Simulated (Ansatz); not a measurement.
Cost and result for the atomization energy of `CC(=O)O[SiH](F)F` (11 atoms, 10 bonds).

Cartesian coordinates in Å:
```
C -0.398 -1.928 0.102
C -0.057 -0.524 0.464
O 0.164 -0.108 1.569
O -0.014 0.296 -0.613
Si 0.327 1.899 -0.361
F 0.173 2.540 -1.794
F 1.831 2.072 0.072
H -0.427 -2.545 0.996
H -1.364 -1.951 -0.408
H 0.345 -2.313 -0.600
H -0.580 2.563 0.573
```

Total charge 0; spin multiplicity 1. The geometry is a stationary point of PBE0-D4/def2-TZVP. It is one conformer, not always the lowest. Program: Ansatz. All runs use 2 threads of an AMD EPYC 7R13 on a shared host and a share of an NVIDIA H100 80 GB. Times are those of one run each, without the atoms' runs, and a repeat can differ threefold. Electronic energies, without spin–orbit coupling; frozen cores. CCSD(T)/CBS adds CCSD(T) − MP2 in def2-TZVPP to the MP2 limit, and its time is that of the two runs behind it. T1 = 0.014. HSE06 is the plane-wave form, built on full-range PBE exchange.

CCSD(T)/CBS is a level of theory with its own doubt, some kJ/mol a heavy atom from the limit and from the frozen cores, so smaller differences don't rank the functionals.

```tsv
level	functions	wall time	atomization (kJ/mol)	difference from CCSD(T)/CBS	per bond
PBE0-D4/def2-TZVPP	284	3.5 s	4820.8	-31.4	-3.1
r2SCANh-D4/def2-TZVPP	284	3.5 s	4813.1	-39.1	-3.9
CCSD(T)/def2-SVP	122	4.7 s	4535.4	-316.8	-31.7
ωB97X-V/def2-TZVPP	284	5 s	4849.4	-2.8	-0.3
BHLYP-D4/def2-TZVPP	284	5.5 s	4629.4	-222.8	-22.3
CAM-B3LYP-D4/def2-TZVPP	284	5.5 s	4862.2	10.0	1.0
HSE06-D4/def2-TZVPP	284	5.5 s	4824.7	-27.5	-2.7
MP2/def2-QZVPP	532	6 s	4966.6	114.4	11.4
LDA (SPW92)/def2-TZVPP	284	6.5 s	5614.6	762.4	76.2
revPBE-D4/def2-TZVPP	284	6.5 s	4804.5	-47.7	-4.8
CCSD(T)/def2-TZVPP	284	7 s	4714.1	-138.1	-13.8
PBE-D4/def2-TZVPP (with forces)	284	7.5 s	4954.4	102.2	10.2
CCSD(T)/CBS(def2)	–	13 s	4852.2	0.0	0.0
```

From PBE to PBE0 (25 % exact exchange), in def2-TZVPP and without D4, the atomization energy moves by −129.9 kJ/mol: exact exchange takes away binding that semilocal exchange gives to molecules. In def2-TZVPP, CCSD(T) changes the Hartree–Fock value by +1215.7 kJ/mol (the triples alone add +84.3 kJ/mol) and MP2 by +1384.4 kJ/mol; breaking electron pairs costs correlation energy, which Hartree–Fock lacks. The D4 term adds +36.9 kJ/mol with B3LYP and +19.4 kJ/mol with PBE0; it sums over pairs of atoms, weighted by their polarisabilities, and B3LYP, whose exchange is more repulsive, gets the larger term.

B3LYP here is the variant with VWN-RPA as its local correlation; programs differ in this.
